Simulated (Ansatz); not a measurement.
A further run on (KSH)4 cube (K4H4S4).

```yaml
crystal:
  periodic: [false, false, false]
  atoms:
    - {symbol: K, position_ang: [1.875141, 1.596596, 1.078711]}
    - {symbol: K, position_ang: [-0.011121, 0.307994, -2.667199]}
    - {symbol: K, position_ang: [0.547843, -2.561338, 0.602029]}
    - {symbol: K, position_ang: [-2.411414, 0.657042, 0.988994]}
    - {symbol: S, position_ang: [-0.544836, 2.545702, -0.598480]}
    - {symbol: S, position_ang: [2.398109, -0.652609, -0.979736]}
    - {symbol: S, position_ang: [0.012658, -0.307171, 2.652129]}
    - {symbol: S, position_ang: [-1.865407, -1.585393, -1.070308]}
    - {symbol: H, position_ang: [-0.820575, 3.828781, -0.902986]}
    - {symbol: H, position_ang: [3.605386, -0.980648, -1.479662]}
    - {symbol: H, position_ang: [0.016822, -0.462760, 3.990350]}
    - {symbol: H, position_ang: [-2.802616, -2.386177, -1.613841]}
basis:
  gaussian: {orbitals: def2-SVP, nuclear_model: gaussian}
hamiltonian: {xc: {name: CAM-B3LYP}}
scf: {omitted_lower_state_checks: [starts]}
output: {forces: true}
```

```sh
$ ansatz run in.yaml --threads 4 --pin off --events-out ev --progress --plain --max-ram 4787MiB
```

Output, abridged:

```
Functional definition: CAM-B3LYP
  name "CAM-B3LYP"
  cite "Yanai, Tew & Handy, Chem. Phys. Lett. 393, 51 (2004) doi:10.1016/j.cplett.2004.06.011"
  cite "Iikura, Tsuneda, Yanai & Hirao, J. Chem. Phys. 115, 3540 (2001) doi:10.1063/1.1383587"
  cite "Becke, Phys. Rev. A 38, 3098 (1988) doi:10.1103/PhysRevA.38.3098"
  cite "Lee, Yang & Parr, Phys. Rev. B 37, 785 (1988) doi:10.1103/PhysRevB.37.785"
  cite "Vosko, Wilk & Nusair, Can. J. Phys. 58, 1200 (1980) doi:10.1139/p80-159"
  parameter alpha = 0.19
  parameter beta = 0.46
  parameter omega = 0.33/bohr
  parameter ac = 0.81
  # Exact exchange under (alpha + beta erf(omega r))/r, Becke's under what is left of 1/r.
  exchange = (1 - alpha - beta)*b88_x + beta*b88_x_sr(omega) + alpha*exact_x + beta*exact_x_lr(omega)
  correlation = (1 - ac)*vwn5_c + ac*lyp_c
these checks for a lower state are left out or cut short: starts
1764 factors; integrals over basis functions are off by at most 1.1e-3 eV
632 factors; integrals over basis functions are off by at most 2.3e-5 eV
mean field evaluation 1: about -108691.1055 eV, gradient 4.2e1 eV
mean field evaluation 2: about -108693.1882 eV, gradient 3.7e1 eV
mean field evaluation 4: about -108696.8649 eV, gradient 6.0e-1 eV
mean field evaluation 8: about -108696.9808 eV, gradient 1.1e-2 eV
mean field -108696.98080898 eV, -3994.5403672701 hartree, gradient 4.4e-6 eV, S^2 0.000000; 0 other end points of the search recorded, 0 dependent functions left out
the calculation of the forces begins
reference -108696.98102728 eV, -3994.5403752926 hartree; 72, 72 occupied and 116, 116 virtual orbitals, 1764 factors
Total energy: -108696.98102728 eV, -3994.5403752926 hartree
Atom 0 at     1.875141     1.596596     1.078711 Å, force    -0.022321    -0.019529    -0.013006 eV/Å
Atom 1 at    -0.011121     0.307994    -2.667199 Å, force    -0.000111    -0.003400     0.032495 eV/Å
Atom 2 at     0.547843    -2.561338     0.602029 Å, force    -0.006643     0.031154    -0.006630 eV/Å
Atom 3 at    -2.411414     0.657042     0.988994 Å, force     0.029029    -0.007924    -0.011974 eV/Å
Atom 4 at    -0.544836     2.545702    -0.598480 Å, force    -0.010489     0.049088    -0.011672 eV/Å
Atom 5 at     2.398109    -0.652609    -0.979736 Å, force     0.045588    -0.012425    -0.020721 eV/Å
Atom 6 at     0.012658    -0.307171     2.652129 Å, force    -0.000671    -0.005860     0.051885 eV/Å
Atom 7 at    -1.865407    -1.585393    -1.070308 Å, force    -0.034529    -0.031269    -0.021536 eV/Å
Atom 8 at    -0.820575     3.828781    -0.902986 Å, force     0.011411    -0.052740     0.012621 eV/Å
Atom 9 at     3.605386    -0.980648    -1.479662 Å, force    -0.049595     0.013332     0.021019 eV/Å
Atom 10 at     0.016822    -0.462760     3.990350 Å, force     0.000055     0.006430    -0.055048 eV/Å
Atom 11 at    -2.802616    -2.386177    -1.613841 Å, force     0.038276     0.033142     0.022566 eV/Å
Dipole moment:    -0.000124    -0.000226    -0.001200 e Å
Checks for a lower state left out: starts
```

Run time 13 s (4 threads of Arm Neoverse V1 on a shared host), peak host memory 1.1 GiB.
